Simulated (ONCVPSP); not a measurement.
**Lu: one change to an ONCV potential, before and after**

ONCVPSP 4.0.1 input, shortened (lines: element, Z, core and valence counts, functional; n l f; lmax; l rc ep ncon nbas qcut; lloc lpopt rc5 dvloc0; l nproj debl; icmod fcfact rcfact), PBE, scalar-relativistic:

```
  Lu 71.00   11    3        4      upf
    1    0    2.00
    2    0    2.00
    2    1    6.00
    3    0    2.00
    3    1    6.00
    3    2   10.00
    4    0    2.00
    4    1    6.00
    4    2   10.00
    5    0    2.00
    5    1    6.00
    4    3   14.00
    5    2    1.00
    6    0    2.00
    3
    0    2.95    0.00    4    8    1.90
    1    2.90    0.05    4    7    3.10
    2    2.55    0.00    5    9    6.90
    3    1.10    0.00    4    9   12.90
    4    5    1.05    0.00
    0    2    1.90
    1    2    4.00
    2    2    3.00
    3    2    3.00
    1    0.25    0.00
```

All-electron outer shells of the reference configuration (PBE, scalar-relativistic, ld1.x):

```
shell  level (eV)  outermost node (bohr)  outermost maximum (bohr)
   5p      -31.66                   0.61                      1.19
   4f       -9.62                      –                      0.47
   6s       -4.66                   1.41                      3.08
   5d       -1.75                   0.68                      1.84
```

Change: s: qcut 1.7; p: qcut 2.7; d: qcut 6.1; f: qcut 11.4.

Cutoffs: the cutoffs (Ha) at which the residual kinetic energy of the hardest occupied pseudo-wave falls to 1 and 0.1 mHa per electron; they do not see the model core or the augmentation charge, which bear on the density cutoff. Errors are all-electron minus pseudo energies relative to the spin-unpolarised reference configuration.

What does the change do?

The potential gets harder (149 Ha and 290 Ha → 282 Ha and 366 Ha); both files keep a bound ghost (p, s); the errors of the 3 common tests hardly move.

```csv
quantity,base,changed
"cutoff, loose",149 Ha,282 Ha
"cutoff, tight",290 Ha,366 Ha
loose cutoff by channel,"s 3.6 Ha, d 11 Ha, f 149 Ha","s 5.9 Ha, d 11 Ha, f 282 Ha"
bound ghosts,"s, p","s, p"
GHOST(+) flags under 300 eV,"s at 38.6 eV, p at 126.7 eV","s at 39.3 eV, p at 126.7 eV"
tests with a reliable result,3 of 4,3 of 4
"error for 4f14 5d1 6s1, meV [ΔE 7.37 eV]",-3.4,-3.1
"error for 4f14 5d1 6s0, meV [ΔE 20.65 eV]",-18,-18
"error for 4f14 5d0 6s2, meV [ΔE 5.26 eV]",-27,-23
s: phases at 3.00 bohr within 0.05 rad from the reference energy up to (Ha; the scan ends near 5),1.4,1.4
p: phases at 2.95 bohr within 0.05 rad from the reference energy up to (Ha; the scan ends near 5),1.2,1.2
d: phases at 2.59 bohr within 0.05 rad from the reference energy up to (Ha; the scan ends near 5),to the end of the scan,to the end of the scan
f: phases at 1.12 bohr within 0.05 rad from the reference energy up to (Ha; the scan ends near 5),to the end of the scan,to the end of the scan
"rms error of d²Exc/dni dnj with the model core, mHa",6.47,6.28
```

 A true bound ghost makes a file unfit for plane-wave use even where its test errors are small: the radial tests pick states by their node count and pass the ghost by.
